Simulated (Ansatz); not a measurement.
Cartesian coordinates (Å):
SMILES: N[Si](N)(N)N
```xyz
13

N     -0.8783    -1.4607     0.2285
Si     0.0000     0.0000     0.0000
N     -0.7915     1.1038    -1.0547
N      0.1557     0.5957     1.6056
N      1.5141    -0.2389    -0.7795
H     -1.6891    -1.4801     0.8267
H     -0.9512    -2.1361    -0.5152
H     -0.3031     1.9113    -1.4081
H     -1.7792     1.2792    -0.9647
H      0.4364    -0.0193     2.3529
H      0.4554     1.5425     1.7738
H      2.2751    -0.6857    -0.2939
H      1.5558    -0.4120    -1.7714
```
Charge 0, multiplicity 1.

The numbers are results of frozen-core CCSD(T)/cc-pVTZ // B3LYP-D3(BJ)/def2-TZVP (Ansatz, a first-principles code), not measurements.

The HF energy is -511.63778 Ha. The MP2 correlation energy is -0.98345 Ha.

Question: Estimate the CCSD correlation energy, the (T) correction, the total energy and the T1 diagnostic.

Answer: 
- CCSD correlation energy: -1.01818 Ha
- (T) correction: -0.03836 Ha
- CCSD(T) total energy: -512.69432 Ha
- T1 diagnostic: 0.009
